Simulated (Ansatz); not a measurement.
Ansatz (a first-principles code) input for Ta(NH)(OH)2(Me) (CH6NO2Ta), SMILES [CH3][Ta](=[NH])([OH])[OH], multiplicity 1, B3LYP-D3(BJ)/def2-SVP. 

Ansatz 0.2 input:
```yaml
crystal:
  periodic: [false, false, false]
  atoms:
    - {symbol: Ta, position_ang: [0.07536957, 0.08037596, -0.08074639]}
    - {symbol: N, position_ang: [-0.16462378, -1.01581793, -1.47512153]}
    - {symbol: H, position_ang: [-0.23916402, -1.58606494, -2.30526256]}
    - {symbol: O, position_ang: [1.73325552, -0.11461124, 0.70382127]}
    - {symbol: H, position_ang: [2.63846462, -0.39036076, 0.84231437]}
    - {symbol: O, position_ang: [-1.02762338, 1.55996863, -0.16887924]}
    - {symbol: H, position_ang: [-1.64914960, 2.18484331, -0.54050016]}
    - {symbol: C, position_ang: [-1.12879851, -1.10812477, 1.46109012]}
    - {symbol: H, position_ang: [-0.73607693, -2.11475047, 1.58667568]}
    - {symbol: H, position_ang: [-2.17643664, -1.18070821, 1.17730879]}
    - {symbol: H, position_ang: [-1.05951599, -0.58378890, 2.41372452]}
basis:
  gaussian:
    orbitals: def2-SVP
hamiltonian:
  xc: b3lyp
  dispersion: d3bj
relax: {f_tol: 0.002, max_steps: 200}
```

Program output:

```
WARN ansatz: RAYON_NUM_THREADS=1 ignored (pool sized by the plan → 1); use --threads N
Functional definition: B3LYP
integrals: 0.08 GiB planned
1273 factors; integrals over basis functions are off by at most 3.5e-4 eV
mean field: 0.52 GiB planned
mean field evaluation 1: about -8245.1439 eV, gradient 1.1e2 eV
mean field evaluation 2: about -8129.9625 eV, gradient 2.4e2 eV
mean field evaluation 4: about -8268.1147 eV, gradient 2.6e1 eV
mean field evaluation 8: about -8269.4652 eV, gradient 3.1e-1 eV
mean field evaluation 16: about -8269.5021 eV, gradient 6.9e-5 eV
mean field -8269.50206799 eV, -303.8985957287 hartree, gradient 6.9e-5 eV, S^2 0.000000; 0 other end points of the search recorded, 0 dependent functions left out
the calculation of the forces begins
reference -8269.50237502 eV, -303.8986070119 hartree; 24, 24 occupied and 94, 94 virtual orbitals, 1273 factors
relax step   1: F+E_penalty+E_count = -8269.89415535 eV  Δ(F+E_penalty+E_count) = +0.000e0 eV  max|allowed force component| = 3.448e0 eV/Å  Δτ_max = 0.0000 Å  (29 SCF iters, accepted)
these checks for a lower state are left out or cut short: starts, cluster_reference, orbital_swaps, neighbouring_geometries, increment
integrals: 0.08 GiB planned
1273 factors; integrals over basis functions are off by at most 3.5e-4 eV
mean field: 0.52 GiB planned
mean field -8269.80143299 eV, -303.9095971897 hartree, gradient 1.4e-5 eV, S^2 0.000000; 0 other end points of the search recorded, 0 dependent functions left out
the calculation of the forces begins
reference -8269.80174336 eV, -303.9096085954 hartree; 24, 24 occupied and 94, 94 virtual orbitals, 1273 factors
relax step   2: F+E_penalty+E_count = -8270.19365053 eV  Δ(F+E_penalty+E_count) = -2.995e-1 eV  max|allowed force component| = 1.447e0 eV/Å  Δτ_max = 0.1946 Å  (37 SCF iters, accepted)
these checks for a lower state are left out or cut short: starts, cluster_reference, orbital_swaps, neighbouring_geometries, increment
integrals: 0.08 GiB planned
1273 factors; integrals over basis functions are off by at most 3.6e-4 eV
mean field: 0.52 GiB planned
mean field evaluation 32: about -8269.8952 eV, gradient 1.6e-5 eV
mean field -8269.89523076 eV, -303.9130441943 hartree, gradient 1.8e-5 eV, S^2 0.000000; 0 other end points of the search recorded, 0 dependent functions left out
the calculation of the forces begins
reference -8269.89553956 eV, -303.9130555424 hartree; 24, 24 occupied and 94, 94 virtual orbitals, 1273 factors
relax step   3: F+E_penalty+E_count = -8270.28513475 eV  Δ(F+E_penalty+E_count) = -9.148e-2 eV  max|allowed force component| = 5.483e-1 eV/Å  Δτ_max = 0.1089 Å  (33 SCF iters, accepted)
these checks for a lower state are left out or cut short: starts, cluster_reference, orbital_swaps, neighbouring_geometries, increment
integrals: 0.08 GiB planned
1273 factors; integrals over basis functions are off by at most 3.7e-4 eV
mean field: 0.52 GiB planned
mean field -8269.92560389 eV, -303.9141603862 hartree, gradient 1.5e-5 eV, S^2 0.000000; 0 other end points of the search recorded, 0 dependent functions left out
the calculation of the forces begins
reference -8269.92591290 eV, -303.9141717420 hartree; 24, 24 occupied and 94, 94 virtual orbitals, 1273 factors
relax step   4: F+E_penalty+E_count = -8270.31292206 eV  Δ(F+E_penalty+E_count) = -2.779e-2 eV  max|allowed force component| = 1.937e-1 eV/Å  Δτ_max = 0.0946 Å  (31 SCF iters, accepted)
these checks for a lower state are left out or cut short: starts, cluster_reference, orbital_swaps, neighbouring_geometries, increment
integrals: 0.08 GiB planned
1273 factors; integrals over basis functions are off by at most 3.7e-4 eV
mean field: 0.52 GiB planned
mean field -8269.93687947 eV, -303.9145747562 hartree, gradient 1.6e-5 eV, S^2 0.000000; 0 other end points of the search recorded, 0 dependent functions left out
the calculation of the forces begins
reference -8269.93719228 eV, -303.9145862517 hartree; 24, 24 occupied and 94, 94 virtual orbitals, 1273 factors
relax step   5: F+E_penalty+E_count = -8270.32723551 eV  Δ(F+E_penalty+E_count) = -1.431e-2 eV  max|allowed force component| = 7.473e-1 eV/Å  Δτ_max = 0.2000 Å  (37 SCF iters, accepted)
these checks for a lower state are left out or cut short: starts, cluster_reference, orbital_swaps, neighbouring_geometries, increment
integrals: 0.08 GiB planned
1273 factors; integrals over basis functions are off by at most 3.7e-4 eV
mean field: 0.52 GiB planned
mean field -8269.97251047 eV, -303.9158841711 hartree, gradient 2.4e-5 eV, S^2 0.000000; 0 other end points of the search recorded, 0 dependent functions left out
the calculation of the forces begins
reference -8269.97282240 eV, -303.9158956343 hartree; 24, 24 occupied and 94, 94 virtual orbitals, 1273 factors
relax step   6: F+E_penalty+E_count = -8270.36058794 eV  Δ(F+E_penalty+E_count) = -3.335e-2 eV  max|allowed force component| = 2.171e-1 eV/Å  Δτ_max = 0.0737 Å  (30 SCF iters, accepted)
these checks for a lower state are left out or cut short: starts, cluster_reference, orbital_swaps, neighbouring_geometries, increment
integrals: 0.08 GiB planned
1273 factors; integrals over basis functions are off by at most 3.7e-4 eV
mean field: 0.52 GiB planned
mean field -8269.98276102 eV, -303.9162608717 hartree, gradient 9.7e-6 eV, S^2 0.000000; 0 other end points of the search recorded, 0 dependent functions left out
the calculation of the forces begins
reference -8269.98307487 eV, -303.9162724058 hartree; 24, 24 occupied and 94, 94 virtual orbitals, 1273 factors
relax step   7: F+E_penalty+E_count = -8270.37238911 eV  Δ(F+E_penalty+E_count) = -1.180e-2 eV  max|allowed force component| = 7.575e-2 eV/Å  Δτ_max = 0.1280 Å  (33 SCF iters, accepted)
these checks for a lower state are left out or cut short: starts, cluster_reference, orbital_swaps, neighbouring_geometries, increment
integrals: 0.08 GiB planned
1273 factors; integrals over basis functions are off by at most 3.7e-4 eV
mean field: 0.52 GiB planned
mean field evaluation 64: about -8269.9403 eV, gradient 1.7e-2 eV
mean field -8269.98418555 eV, -303.9163132225 hartree, gradient 1.7e-5 eV, S^2 0.000000; 0 other end points of the search recorded, 0 dependent functions left out
the calculation of the forces begins
reference -8269.98449928 eV, -303.9163247517 hartree; 24, 24 occupied and 94, 94 virtual orbitals, 1273 factors
relax step   8: F+E_penalty+E_count = -8270.37351868 eV  Δ(F+E_penalty+E_count) = -1.130e-3 eV  max|allowed force component| = 1.841e-2 eV/Å  Δτ_max = 0.0260 Å  (33 SCF iters, accepted)
these checks for a lower state are left out or cut short: starts, cluster_reference, orbital_swaps, neighbouring_geometries, increment
integrals: 0.08 GiB planned
1273 factors; integrals over basis functions are off by at most 3.7e-4 eV
mean field: 0.52 GiB planned
mean field -8269.98423606 eV, -303.9163150787 hartree, gradient 1.7e-5 eV, S^2 0.000000; 0 other end points of the search recorded, 0 dependent functions left out
the calculation of the forces begins
reference -8269.98454976 eV, -303.9163266069 hartree; 24, 24 occupied and 94, 94 virtual orbitals, 1273 factors
relax step   9: F+E_penalty+E_count = -8270.37359281 eV  Δ(F+E_penalty+E_count) = -7.413e-5 eV  max|allowed force component| = 5.295e-3 eV/Å  Δτ_max = 0.0069 Å  (34 SCF iters, accepted)
these checks for a lower state are left out or cut short: starts, cluster_reference, orbital_swaps, neighbouring_geometries, increment
integrals: 0.08 GiB planned
1273 factors; integrals over basis functions are off by at most 3.7e-4 eV
mean field: 0.52 GiB planned
mean field -8269.98416485 eV, -303.9163124616 hartree, gradient 1.7e-5 eV, S^2 0.000000; 0 other end points of the search recorded, 0 dependent functions left out
the calculation of the forces begins
reference -8269.98447859 eV, -303.9163239912 hartree; 24, 24 occupied and 94, 94 virtual orbitals, 1273 factors
relax step  10: F+E_penalty+E_count = -8270.37359611 eV  Δ(F+E_penalty+E_count) = -3.298e-6 eV  max|allowed force component| = 8.122e-3 eV/Å  Δτ_max = 0.0031 Å  (35 SCF iters, accepted)
these checks for a lower state are left out or cut short: starts, cluster_reference, orbital_swaps, neighbouring_geometries, increment
integrals: 0.08 GiB planned
1273 factors; integrals over basis functions are off by at most 3.7e-4 eV
mean field: 0.52 GiB planned
mean field -8269.98417324 eV, -303.9163127701 hartree, gradient 1.7e-5 eV, S^2 0.000000; 0 other end points of the search recorded, 0 dependent functions left out
the calculation of the forces begins
reference -8269.98448695 eV, -303.9163242987 hartree; 24, 24 occupied and 94, 94 virtual orbitals, 1273 factors
relax step  11: F+E_penalty+E_count = -8270.37359880 eV  Δ(F+E_penalty+E_count) = -2.687e-6 eV  max|allowed force component| = 4.137e-3 eV/Å  Δτ_max = 0.0021 Å  (35 SCF iters, accepted)
these checks for a lower state are left out or cut short: starts, cluster_reference, orbital_swaps, neighbouring_geometries, increment
integrals: 0.08 GiB planned
1273 factors; integrals over basis functions are off by at most 3.7e-4 eV
mean field: 0.52 GiB planned
mean field -8269.98418686 eV, -303.9163132705 hartree, gradient 4.1e-5 eV, S^2 0.000000; 0 other end points of the search recorded, 0 dependent functions left out
the calculation of the forces begins
reference -8269.98450057 eV, -303.9163247992 hartree; 24, 24 occupied and 94, 94 virtual orbitals, 1273 factors
relax step  12: F+E_penalty+E_count = -8270.37360026 eV  Δ(F+E_penalty+E_count) = -1.459e-6 eV  max|allowed force component| = 1.090e-3 eV/Å  Δτ_max = 0.0006 Å  (23 SCF iters, accepted)
integrals: 0.08 GiB planned
1273 factors; integrals over basis functions are off by at most 3.7e-4 eV
mean field: 0.52 GiB planned
mean field evaluation 96: about -8269.9842 eV, gradient 4.1e-5 eV
mean field -8269.98418686 eV, -303.9163132705 hartree, gradient 4.1e-5 eV, S^2 0.000000; 1 other end points of the search recorded, 0 dependent functions left out
the calculation of the forces begins
reference -8269.98450057 eV, -303.9163247992 hartree; 24, 24 occupied and 94, 94 virtual orbitals, 1273 factors
Total energy: -8270.37391397 eV, -303.9306354776 hartree
Atom 0 at    -0.040924    -0.025890     0.078214 Å, force     0.000339     0.001090     0.000636 eV/Å
Atom 1 at    -0.152931    -0.983084    -1.418797 Å, force    -0.000125    -0.000756    -0.000864 eV/Å
Atom 2 at    -0.187381    -1.491775    -2.294366 Å, force     0.000022     0.000140     0.000154 eV/Å
Atom 3 at     1.752300     0.051620     0.759532 Å, force    -0.000065    -0.000149     0.000043 eV/Å
Atom 4 at     2.612829    -0.290452     0.495005 Å, force    -0.000037     0.000023    -0.000039 eV/Å
Atom 5 at    -0.918750     1.674372    -0.077993 Å, force    -0.000044    -0.000165     0.000075 eV/Å
Atom 6 at    -1.401254     2.148308    -0.763609 Å, force     0.000006     0.000054    -0.000058 eV/Å
Atom 7 at    -1.194613    -1.184240     1.513019 Å, force    -0.000268    -0.000350     0.000091 eV/Å
Atom 8 at    -0.771016    -2.194026     1.645392 Å, force    -0.000029     0.000057     0.000096 eV/Å
Atom 9 at    -2.241113    -1.300684     1.184520 Å, force     0.000106     0.000026     0.000059 eV/Å
Atom 10 at    -1.191447    -0.673187     2.493509 Å, force     0.000095     0.000030    -0.000193 eV/Å
Dipole moment:     0.119450     0.056764    -0.271050 e Å
```

Self-consistency was reached.
